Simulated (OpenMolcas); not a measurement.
## F³⁺: effect of the active space

```json
{
 "Program": "OpenMolcas 26.06",
 "Method": "SS-CASPT2 or its RAS form, IPEA 0.25 Eh, imaginary shift 0.1 Eh",
 "Basis": "ANO-RCC-VQZP",
 "Scalar Hamiltonian": "DKH2, point nucleus",
 "Spin-orbit coupling": "RASSI with atomic mean-field integrals over the reference wave functions, term energies averaged over their components"
}
```

A. 2 electrons in 3 orbitals (2p); 2S+1 = 3 even, 3 roots; 2S+1 = 1 even, 6 roots; closed shells correlated: 1s 2s; CASPT2 step of the order of 0.7 core-seconds
B. 4 electrons in 4 orbitals (2s 2p); 2S+1 = 3 even, 3 roots; 2S+1 = 1 even, 6 roots; 2S+1 = 5 odd, 1 root; 2S+1 = 3 odd, 9 roots; 2S+1 = 1 odd, 8 roots; closed shells correlated: 1s; CASPT2 step about 2.3 core-seconds
C. 4 electrons in 8 orbitals (2s 2p 3s 3p); 2S+1 = 3 even, 3 roots; 2S+1 = 1 even, 6 roots; 2S+1 = 5 odd, 1 root; 2S+1 = 3 odd, 9 roots; 2S+1 = 1 odd, 8 roots; closed shells correlated: 1s; CASPT2 step of the order of 7 core-seconds
D. 2 electrons in 9 orbitals (RAS2 2p; RAS3 3s 3d, at most 1 electron); 2S+1 = 3 even, 3 roots; 2S+1 = 1 even, 6 roots; closed shells correlated: 1s 2s; CASPT2 step of the order of 2 core-seconds
E. 4 electrons in 9 orbitals (RAS2 2s 2p; RAS3 3d, at most 2 electrons); 2S+1 = 3 even, 3 roots; 2S+1 = 1 even, 6 roots; 2S+1 = 5 odd, 1 root; 2S+1 = 3 odd, 9 roots; 2S+1 = 1 odd, 8 roots; closed shells correlated: 1s; CASPT2 step about 12 core-seconds

Energies in cm-1 above 2s2 2p2 3P0, the measured ground level; measured values from Moore, Atomic Energy Levels, vol. I, NSRDS-NBS 35 (1971 reprint of NBS Circular 467, 1949).

```tsv
Level	A	B	C	D	E	Measured
2s2 2p2 3P0	0.0	0.0	0.0	0.0	0.0	0.0
2s2 2p2 3P1	223	216	217	223	215	225
2s2 2p2 3P2	654	630	634	653	628	613
2s2 2p2 1D2	25600	25400	25640	25680	25740	25241
2s2 2p2 1S0	57610	53150	53490	60000	54200	53544
```

Deviations, from unrounded energies. A percentage is the sum of absolute deviations over the sum of measured energies, with the sign that they share, or ± where signs differ.

| Against measurement | Levels | A | B | C | D | E |
| --- | --- | --- | --- | --- | --- | --- |
| mean absolute deviation (cm-1) | 4 | 1100 | 150 | 120 | 1700 | 290 |
| fine structure of the ground term (%) | 2 | ±5.0 | ±3.1 | ±3.4 | ±5.0 | ±2.9 |
| other terms of the ground configuration (%) | 2 | +5.6 | ±0.7 | ±0.6 | +8.8 | +1.5 |

C lies closest to measurement on these levels and D furthest from it. The largest miss of C in the table is 2s2 2p2 1D2, by +400 cm-1. The ranking rests on the paired levels alone, and a cruder setting can come out closer through cancelling errors.

Among A to E the level of the table that moves most is 2s2 2p2 1S0, by 6900 cm-1 (lowest in B, highest in D). Moves below CASPT2's spread within the term are not significant.

Term energies are means over components that CASPT2 splits; among the terms shown or strongly mixed into the levels shown the widest spread is 74 cm-1 (2s2 2p2 1D, A). With the s shell closed, the reference lacks s² → p² mixing (holds for A; D). Active for correlation alone: 3p 3s; no level in the range computed is led by a configuration that fills them, so any true level of that kind is missing (holds for C). Active for correlation alone: 3d; no level in the range computed is led by a configuration that fills it, so any true level of that kind is missing (holds for E). Measured partners are found by configuration, term and J. A level has none where our copy of the source lacks it or the pairing is in doubt (some pairs that miss far off the trend of their configuration count as doubtful), and it then counts in no deviation. Levels of configurations outside the active space are missing. The table leaves out levels that lie high or whose names do not pair safely across all columns.
